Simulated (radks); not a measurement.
The europium ion Eu+, configuration [Kr] 4d10 4f7 5p6 6s1 5f2 (not the ground configuration). Calculated with a radial shooting solver on a logarithmic mesh with Libxc functionals: Dirac Kohn-Sham, PW91, spin-unpolarised, spherical densities, point nucleus; open shells are shared between the two j in proportion to 2j + 1. Some entries of the table are withheld. Estimate them.

orbital      occ.  eigenvalue (hartree)  <r> (bohr)  r(max) (bohr)
1s1/2           2             -1776.929     0.02231        0.01420
2s1/2           2             -292.4156     0.09458        0.08071
2p1/2           2             -277.4659     0.07906        0.06106
2p3/2           4             -253.6398     0.08579        0.06679
3s1/2           2             -65.02958      0.2491         0.2290
3p1/2           2             -58.57451      0.2388         0.2162
3p3/2           4             -53.71698      0.2517         0.2283
3d3/2           4             -42.54893         (1)         0.1817
3d5/2           6             -41.49175         (2)         0.1851
4s1/2           2             -13.62700      0.5663         0.5278
4p1/2           2             -11.13472      0.5795         0.5330
4p3/2           4             -10.06484      0.6088         0.5590
4d3/2           4              -5.96252      0.6484         0.5689
4d5/2           6              -5.77065      0.6588         0.5774
5s1/2           0              -2.47636       1.343          1.220
5p1/2           2              -1.77402       1.484          1.322
5p3/2           4              -1.61423       1.563          1.392
4f5/2           3              -0.98985      0.8828         0.5891
4f7/2           4              -0.96568      0.8932         0.5941
5d3/2           0              -0.67320       2.112            (3)
5d5/2           0              -0.65617       2.147            (4)
6s1/2           1              -0.55537       3.206          2.917
5f5/2    0.857143              -0.11806       5.984          5.133
5f7/2     1.14286              -0.11771       6.005          5.156

Answer. 
(1) 3d3/2 <r> (bohr): 0.2235
(2) 3d5/2 <r> (bohr): 0.2275
(3) 5d3/2 r(max) (bohr): 1.768
(4) 5d5/2 r(max) (bohr): 1.797
